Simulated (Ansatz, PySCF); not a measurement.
C2HBF, SMILES `C#C[B-]F` (singlet; the order of the spin states depends on the level) (charge -1, multiplicity 1). This singlet lies 0.21 eV below the relaxed triplet at the level B3LYP-D3(BJ)/def2-TZVPD (PySCF); other levels give the other order.

Method: frozen-core CCSD(T)/aug-cc-pVDZ // B3LYP-D3(BJ)/def2-TZVPD run with Ansatz (an electronic-structure program).

Ansatz 0.2 input:
```yaml
crystal:
  periodic: [false, false, false]
  atoms:
    - { symbol: C, position_ang: [1.277442, 0.058259, -0.548336] }
    - { symbol: C, position_ang: [0.069619, -0.066306, -0.401232] }
    - { symbol: B, position_ang: [-1.420124, -0.528426, -0.270517] }
    - { symbol: F, position_ang: [-2.255407, 0.530471, 0.017268] }
    - { symbol: H, position_ang: [2.328465, 0.006, -0.702693] }
basis:
  gaussian: { orbitals: aug-cc-pVDZ }
correlation:
  method: ccsd_t
total_charge: -1
```

Output:

```
Functional definition: HF
1004 factors; integrals over basis functions are off by at most 8.8e-4 eV
mean field evaluation 1: about -5450.6349 eV, gradient 2.1e1 eV
mean field evaluation 2: about -5450.6361 eV, gradient 2.1e1 eV
mean field evaluation 4: about -5452.4669 eV, gradient 3.6e0 eV
mean field evaluation 8: about -5452.5340 eV, gradient 1.2e-1 eV
mean field evaluation 16: about -5452.5254 eV, gradient 8.8e-1 eV
mean field evaluation 32: about -5447.9448 eV, gradient 2.4e0 eV
mean field evaluation 64: about -5443.7767 eV, gradient 4.5e0 eV
mean field -5452.53430494 eV, -200.3769398462 hartree, gradient 1.4e-6 eV, S^2 0.000000; 2 other end points of the search recorded, 0 dependent functions left out; unrestricted orbitals would lower it
4 core orbitals not correlated
reference -5452.53430494 eV, -200.3769398462 hartree; 10, 10 occupied and 87, 87 virtual orbitals, 1004 factors
second order -14.92920610 eV of doubles, -0.00000000 eV of singles
cycle   1  -14.90873222 eV  change    2.0e-2 eV  update   1.1e-1
cycle   2  -15.36263498 eV  change   -4.5e-1 eV  update   3.9e-2
cycle   3  -15.49822103 eV  change   -1.4e-1 eV  update   2.2e-2
cycle   4  -15.49440784 eV  change    3.8e-3 eV  update   7.0e-3
cycle   5  -15.49336112 eV  change    1.0e-3 eV  update   3.4e-3
cycle   6  -15.49452776 eV  change   -1.2e-3 eV  update   1.3e-3
cycle   7  -15.49453837 eV  change   -1.1e-5 eV  update   7.4e-4
cycle   8  -15.49430342 eV  change    2.3e-4 eV  update   3.8e-4
cycle   9  -15.49427064 eV  change    3.3e-5 eV  update   1.9e-4
cycle  10  -15.49437194 eV  change   -1.0e-4 eV  update   9.3e-5
cycle  11  -15.49428113 eV  change    9.1e-5 eV  update   5.1e-5
cycle  12  -15.49429158 eV  change   -1.0e-5 eV  update   2.5e-5
perturbative correction -0.65445060 eV, -0.0240506158 hartree
Total energy: -5468.68304712 eV, -200.9703951751 hartree
```
